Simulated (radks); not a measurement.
Coulomb parameter of the 3d shell of the copper ion Cu+ in the model configuration [Ar] 3d9 4s1, as a second difference U = [E(n + 0.25) + E(n - 0.25) - 2 E(n)] / (0.25)^2 with all orbitals relaxed. "Bare": the charge of the atom changes with n. "Screened": the 4s shell takes up the change at fixed total charge, which measures U(3d,3d) + U(4s,4s) - 2 U(3d,4s). Calculated with a radial shooting solver on a logarithmic mesh with Libxc functionals: Dirac Kohn-Sham, PBE, spin-unpolarised, spherical densities, point nucleus; open shells are shared between the two j in proportion to 2j + 1.

case,configuration,E - E(n) (eV)
start,[Ar] 3d9 4s1,0.000
bare +0.25,[Ar] 3d9.25 4s1,-4.227
bare -0.25,[Ar] 3d8.75 4s1,5.220
screened +0.25,[Ar] 3d9.25 4s0.75,-1.193
screened -0.25,[Ar] 3d8.75 4s1.25,1.443

U(bare) = 15.895 eV, U(screened by 4s) = 3.990 eV.
